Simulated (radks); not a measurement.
Results of a calculation; reference values are marked as such.
Q: Coherent X-ray form factor from a spherical all-electron density. Level of theory: non-relativistic Kohn-Sham, BLYP, spin-polarised, spherical densities, point nucleus (a radial shooting solver on a logarithmic mesh with Libxc functionals).

sin(theta)/lambda (1/angstrom)  f0 (electrons)
0.05                                    23.881
0.1                                     23.531
0.15                                    22.964
0.2                                     22.209
0.25                                    21.295
0.3                                     20.262
0.4                                     17.988
0.5                                     15.669
0.6                                     13.521
0.8                                     10.151
1                                        8.048
1.25                                     6.600
1.5                                      5.740
2                                        4.405

The species is in the configuration that NIST lists as its ground one. Which atom or ion scatters so?

A: The germanium ion Ge8+, [Ar] 3d6. Extrapolating in s^2 from the first two rows gives f0(0) = 24.0, near the electron count 24; among species with that count, the fall with angle is slower the higher Z, and the table is that of Z = 32; from so few rows the species is fixed only to a neighbour or two.
